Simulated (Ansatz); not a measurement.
Born–Oppenheimer molecular dynamics of ClFGeH₂ (5 atoms, charge 0, multiplicity 1). It starts from a relaxed structure.

Level of theory: RHF/def2-SVP (Ansatz 0.2.0).

- ensemble: NVE (velocity Verlet)
- time step: 0.25 fs
- steps asked: 250
- starting velocities drawn for: 1000 K
- seed: 934819

First frame:

```xyz
5
Properties=species:S:1:pos:R:3
Ge 0.031 -0.053 -0.003
Cl -0.001 0.002 2.142
H 1.466 0.045 -0.484
F -0.784 1.359 -0.543
H -0.771 -1.247 -0.484
```

(1) What does the run give?

(2) What happens to the structure?

(3) How do temperature and energy run in time?

Answers

(1) The run went to its last step.

```
steps done                                               : 250
time covered                                             : 62.5 fs
mean temperature over the second half                    : 411 K
spread of the potential energy over the second half      : 3.5 meV per atom
mean potential energy of the second half above the start : 45.7 meV per atom
```

The conserved energy stayed within 0.024 meV per atom of its start (net change 0.014 meV per atom), so the integration is sound. A run of 0.062 ps of so small a system gives no equilibrium averages.

(2) The same pairs are bonded in the first frame and the last. Pairs count as bonded within 1.25 times the sum of covalent radii (0.12 Å more for H–H). Another seed would give other details.

(3) 
| time (fs) | T (K) | potential energy less start (eV) | conserved less start (meV/atom) |
| --- | --- | --- | --- |
| 0.0 | 1000 | 0.000 | 0.00 |
| 3.0 | 859 | 0.055 | 0.02 |
| 6.0 | 722 | 0.108 | 0.01 |
| 9.0 | 505 | 0.192 | 0.02 |
| 12.0 | 398 | 0.234 | 0.02 |
| 15.0 | 426 | 0.223 | 0.01 |
| 18.0 | 406 | 0.231 | 0.02 |
| 21.0 | 476 | 0.203 | 0.00 |
| 24.0 | 397 | 0.234 | 0.02 |
| 27.0 | 368 | 0.245 | 0.01 |
| 30.0 | 330 | 0.260 | 0.01 |
| 33.0 | 324 | 0.262 | 0.01 |
| 36.0 | 410 | 0.229 | 0.00 |
| 39.0 | 408 | 0.230 | 0.01 |
| 42.0 | 474 | 0.204 | 0.00 |
| 45.0 | 401 | 0.232 | 0.01 |
| 48.0 | 392 | 0.236 | 0.01 |
| 51.0 | 396 | 0.234 | 0.01 |
| 54.0 | 376 | 0.242 | 0.02 |
| 57.0 | 478 | 0.202 | 0.01 |
| 60.0 | 443 | 0.216 | 0.02 |

The run took 2.6 min on 1 thread of INTEL(R) XEON(R) PLATINUM 8581C CPU @ 2.30GHz (Emerald Rapids), on a shared host, peak memory 0.15 GiB.
